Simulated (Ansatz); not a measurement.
```xyz
8

N    -0.416   -0.699   -1.238
Si   -0.393   -0.046    0.308
O     0.206    1.523    0.554
C     1.067    0.608    1.163
O     2.075    0.813    1.743
H     0.356   -0.656   -1.882
H    -1.225   -1.163   -1.615
H    -1.671   -0.379    0.965
```

Total charge 0; spin multiplicity 1.

Problem. List the ωB97M-V/def2-TZVPP orbital energies in eV (the Gaussian-basis code of Ansatz). (Best estimate.)

Solution. The calculation gave: Occupied: -1808.48, -526.82, -526.04, -395.25, -284.72, -149.43, -103.59, -103.53, -103.53, -33.14, -31.38, -27.60, -19.15, -18.14, -17.52, -15.95, -15.47, -15.24, -13.64, -12.84, -11.70, -11.37, -9.33. Lowest empty: 1.29, 1.64, 2.39, 2.93, 3.53, 3.69, 4.88, 5.35.
